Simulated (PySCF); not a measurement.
**Unknown compound**

An unknown has the formula C₆H₁₂OSi₂. Its calculated NMR data are:

¹H NMR (400 MHz, computed): δ 9.87 (t, 1H), 4.78 (m, 2H), 4.71 (m, 2H), 3.43 (d, 2H), 2.58 (q, 2H), 1.18 (t, 3H).

¹³C{¹H} NMR (computed): δ 197.7 (CH), 189.9 (C), 156.9 (C), 54.3 (CH2), 28.7 (CH2), 16.1 (CH3).

[PySCF 2.14.0 with density-fitted response routines: geometry: GFN2-xTB; σ from GIAO-PBE0/pcSseg-1; one conformer; no relativistic terms; isolated molecule; rapidly exchanging positions averaged]

δ = σ(ref) − σ, references computed at the same level: TMS for ¹H (σref 31.72), ¹³C (σref 186.93).

Q: Which of these isomers gave the spectra?
A. CCC1=C(CC=O)[SiH2][SiH2]1
B. CC#C/C=C\C[SiH2]O[SiH3]
C. CC1=CC[C@@H]2[SiH2]O[SiH2][C@H]12

A: A. 

1. The formula gives 3 degrees of unsaturation (1 ring in the answer).
2. 6 carbon signals for 6 carbons: no two carbons are equivalent.
3. Carbon types of the structure: 2 × C, 1 × CH, 2 × CH2, 1 × CH3, leaving 4 H on heteroatoms.
4. δC 197.7: aldehyde carbonyl carbon; the double bond to the heteroatom, with no lone-pair donor beside it, deshields it most.
5. δC 189.9, 156.9: fully substituted alkene carbon.
6. δC 54.3: sp3 CH2 α to a carbonyl; α to the electron-withdrawing carbonyl group.
7. δC 28.7: allylic sp3 CH2; a saturated carbon with 2 carbon neighbours and no heteroatom attached.
8. δH 9.87: hydrogen on an aldehyde carbonyl carbon; the C=O anisotropy and electron withdrawal place aldehyde protons far downfield.

The others: CC#C/C=C\C[SiH2]O[SiH3] has carbons computed at 142.0, 116.4, 103.4, 83.1, 25.4, 6.1, with a different DEPT pattern; CC1=CC[C@@H]2[SiH2]O[SiH2][C@H]12 would give 10 signals for carbon-bound and other non-exchanging H, not 6.

Shifts are as computed. Against solution values, carbons near 30 ppm lie about +3 ppm off and those near 130 ppm about +5 ppm. Of 1309 compounds with measured shifts, 239 miss one by over three times the rms of a fit or turn the order of signals round; such compounds aren't used in these exercises. Multiplicities follow the n + 1 count of equivalent neighbours, as no J values were calculated; m marks all less simple cases, F and P coupling included.
